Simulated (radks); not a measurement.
Fractional charge and spin in the 4s shell of scandium: the spin-up occupation runs from 0 to 1 and the spin-down occupation from 0 to 1; the fullest corner is Sc, [Ar] 3d(up 0.5, down 0.5) 4s(up 1, down 1). Method: scalar-relativistic Kohn-Sham, PBE, spin-polarised, spherical densities, point nucleus; computed with a radial shooting solver on a logarithmic mesh with Libxc functionals. Energy (eV) minus the two flat planes that join the four corners (they meet along the diagonal where the two added fractions sum to one electron); zero is where a piecewise linear energy would lie.

| down \ up | 0 | 0.5 | 1 |
|---|---|---|---|
| 0 | 0.000 | -0.724 | 0.000 |
| 0.5 | -0.724 | 0.227 | -0.632 |
| 1 | 0.000 | -0.632 | 0.000 |

Corners above the fullest one (they belong to Sc+ and the next ion): (up 1, down 0) 6.670 eV, (up 0, down 1) 6.670 eV, (up 0, down 0) 19.665 eV. With half an added electron in each spin the energy lies 0.227 eV from the planes, and with half an added electron in spin up alone -0.724 eV. The planes are only a guide here: the flat-plane condition holds for ground states with one frontier orbital, while this shell lies below other occupied shells, so the corners above the fullest one are inner-hole states and not the ground states of those ions.
